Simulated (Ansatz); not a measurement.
`C=CC(Cl)Br`, relaxed with RKS PBE-D4/def2-SVP in Ansatz from a rough embedded geometry. The force threshold is 0.03 eV/Å; the program also tests the step.

The species carries charge 0 and has multiplicity 1.

Start:

```xyz
9

C    -1.400   -0.347    0.296
C    -0.273    0.406    0.273
C     0.988   -0.006   -0.403
Cl    1.413    1.056   -1.722
Br    2.422   -0.117    0.888
H    -2.268    0.047    0.894
H    -1.476   -1.344   -0.091
H    -0.256    1.347    0.724
H     0.851   -1.041   -0.860
```

```csv
step,energy (eV),largest force (eV/Å),largest move (Å)
1,-85709.8551,2.340,0.000
2,-85709.9795,0.710,0.103
3 (rejected),-85709.9002,1.643,0.187
4,-85710.0388,0.359,0.091
5,-85710.0434,0.164,0.029
6,-85710.0444,0.050,0.012
7,-85710.0445,0.033,0.006
8,-85710.0445,0.007,0.005
```

End:

```xyz
9

C    -1.391   -0.346    0.355
C    -0.288    0.418    0.265
C     0.954   -0.034   -0.417
Cl    1.413    1.102   -1.730
Br    2.425   -0.191    0.904
H    -2.295    0.018    0.865
H    -1.428   -1.360   -0.076
H    -0.252    1.432    0.698
H     0.862   -1.040   -0.865
```

Hardware: 4 threads of a server CPU on a shared host. Wall time 7.5 s, peak host memory 0.18 GiB.
